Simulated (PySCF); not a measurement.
Job file and geometry (Å, from PBE0-D3(BJ)/def2-SVP) of an NMR shielding run on SMILES C=CC#C/C=[C](\C)[GeH3], C7H10Ge, GIAO KT2/pcSseg-1 NMR shielding, non-relativistic, gas phase (PySCF); density fitting, a coarse starting grid and PySCF grid level 2 are the driver's defaults:

```
{"job": {"kind": "nmr", "xc": "KT2", "basis": "pcSseg-1", "pop": false}, "charge": 0, "multiplicity": 1}
C      4.443426    -0.356294     0.098858
C      3.321070     0.377696     0.174140
C      2.008232    -0.158082     0.172563
C      0.866311    -0.590693     0.173718
C     -0.445061    -1.130050     0.173473
C     -1.580934    -0.395946     0.251154
C     -1.576779     1.096453     0.344187
Ge    -3.301061    -1.309974     0.242189
H      4.403069    -1.446167     0.030208
H      5.426065     0.120603     0.104791
H      3.397788     1.469861     0.241964
H     -0.509787    -2.222686     0.104526
H     -2.112448     1.544076    -0.510214
H     -0.554774     1.502654     0.362775
H     -2.103045     1.436830     1.251983
H     -3.075116    -2.824592     0.104384
H     -4.161660    -0.799657    -0.930257
H     -4.061708    -1.012119     1.549285
```

Q: Write the output of this run.

A: 
```
coarse grid: 68400 points
cycle   1  E = -2362.7571610216  dE =  5.678e-02  |g| = 7.415e-01  |ddm| = 4.250e+00
cycle   2  E = -2362.6810220742  dE =  7.614e-02  |g| = 8.996e-01  |ddm| = 1.441e+00
cycle   3  E = -2362.8409115828  dE = -1.599e-01  |g| = 1.624e-01  |ddm| = 1.053e+00
cycle   4  E = -2362.8401058461  dE =  8.057e-04  |g| = 1.632e-01  |ddm| = 2.926e-01
cycle   5  E = -2362.8481823684  dE = -8.077e-03  |g| = 2.783e-02  |ddm| = 1.691e-01
cycle   6  E = -2362.8483762489  dE = -1.939e-04  |g| = 1.049e-02  |ddm| = 3.252e-02
cycle   7  E = -2362.8484024791  dE = -2.623e-05  |g| = 3.836e-03  |ddm| = 1.287e-02
cycle   8  E = -2362.8484066163  dE = -4.137e-06  |g| = 8.431e-04  |ddm| = 4.113e-03
final grid: 145216 points
cycle   9  E = -2362.8483944767  dE =  5.709e-07  |g| = 1.765e-03  |ddm| = 5.517e-03
cycle  10  E = -2362.8483892630  dE =  5.214e-06  |g| = 4.723e-03  |ddm| = 5.638e-03
cycle  11  E = -2362.8483951634  dE = -5.900e-06  |g| = 7.784e-04  |ddm| = 4.217e-03
cycle  12  E = -2362.8483953050  dE = -1.416e-07  |g| = 2.079e-04  |ddm| = 7.764e-04
cycle  13  E = -2362.8483953193  dE = -1.434e-08  |g| = 3.237e-05  |ddm| = 2.438e-04
cycle  14  E = -2362.8483953196  dE = -2.460e-10  |g| = 6.629e-06  |ddm| = 3.490e-05
converged SCF energy = -2362.8483953196

GIAO shielding tensors (ppm)
atom      isotropic    diamagn.    paramagn.     s11        s22        s33       span
  0 C       57.694     253.378    -195.684    -52.000     66.713    158.368    210.368
  1 C       67.631     262.331    -194.700    -30.754     78.011    155.637    186.391
  2 C       84.642     257.987    -173.345     16.368     32.559    204.999    188.631
  3 C       92.347     250.289    -157.942     29.573     32.401    215.067    185.493
  4 C       65.628     263.900    -198.272    -21.702     86.811    131.774    153.476
  5 C       34.987     264.221    -229.234    -60.593      3.687    161.868    222.461
  6 C      159.338     250.809     -91.471    138.193    158.698    181.123     42.930
  7 Ge    1542.942    2758.619   -1215.677   1426.877   1522.450   1679.500    252.623
  8 H       25.443      31.620      -6.177     22.017     24.850     29.461      7.444
  9 H       25.656      26.058      -0.401     22.736     25.298     28.934      6.198
 10 H       25.131      32.164      -7.033     22.024     25.789     27.580      5.556
 11 H       25.129      33.611      -8.482     20.115     25.371     29.900      9.786
 12 H       29.251      30.422      -1.171     25.083     27.941     34.729      9.645
 13 H       28.185      32.789      -4.603     23.125     28.590     32.841      9.717
 14 H       29.262      29.798      -0.537     25.031     28.086     34.668      9.637
 15 H       27.200      27.580      -0.380     21.111     23.210     37.279     16.168
 16 H       26.927      27.328      -0.401     21.089     22.458     37.235     16.146
 17 H       26.920      27.186      -0.266     21.106     22.407     37.247     16.142
```

Q: Turn these shieldings into chemical shifts. Chemical shifts δ = σref − σ; $^{13}$C (183.22 ppm), $^{1}$H (31.18 ppm) vs TMS; $^{73}$Ge (1323.40 ppm) vs GeMe4, all at this level.

A: Averaging equivalent atoms: C 5: 148.2; C 0: 125.5; C 4: 117.6; C 1: 115.6; C 2: 98.6; C 3: 90.9; C 6: 23.9; Ge 7: -220; H 11: 6.05; H 10: 6.05; H 8: 5.74; H 9: 5.52; H 15/16/17: 4.16; H 12/13/14: 2.28 ppm. 

Relativistic effects, spin–orbit coupling among them, are left out; they matter for Ge and for the light atoms bonded to it.

Size and cost of the density-fitted run: 210 basis functions, 45 s wall time on 1 thread of an Arm Neoverse V1, shared host.
